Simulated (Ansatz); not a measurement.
The same path of FGaH5NO2 (10 atoms, charge 0, multiplicity 1) was run twice with different band settings.

The calculation used RKS PBE/def2-SVP (Ansatz 0.2.0).

Relaxed end points:

```xyz
10
Properties=species:S:1:pos:R:3
Ga -0.091 0.294 0.012
N 0.008 0.203 2.099
H -0.696 -0.433 2.496
H 0.947 -0.132 2.356
O 1.629 -0.262 -0.192
H 1.835 -0.481 -1.117
O -1.485 -0.786 -0.440
H -2.206 -0.243 -0.809
F -0.437 2.051 -0.132
H -0.131 1.143 2.492
```

```xyz
10
Properties=species:S:1:pos:R:3
Ga -0.124 0.299 0.014
N -0.013 0.203 2.100
H -0.860 -0.277 2.435
H 0.816 -0.314 2.419
O 1.377 -0.552 -0.566
H 1.965 0.087 -1.007
O -1.739 -0.532 -0.036
H -1.985 -0.800 -0.938
F -0.078 2.086 -0.152
H 0.013 1.153 2.496
```

Common settings: movable images 7; climbing image yes; spring 5.0 eV/Å²; start path through a guess of the saddle point; force threshold 0.03 eV/Å; iteration limit 60; end points relaxed.

| run | optimiser | largest step |
| --- | --- | --- |
| 1 | quadratic models (default) | default |
| 2 | fire | 0.02 Å |

Task: What does each run give, and how far can it be trusted?

Result: Run 1: converged after 19 iterations, highest image 0.177 eV above the first end. A vibrational analysis at the climbing image gives one clearly imaginary mode, 299i cm⁻¹: a first-order saddle point.
Run 2: not converged after 60 iterations, highest image 0.236 eV above the first end. The band didn't meet its force threshold, so its energies are provisional: the largest band force was still 0.13 eV/Å, and over the last iterations the top moved between 0.24 and 0.25 eV.
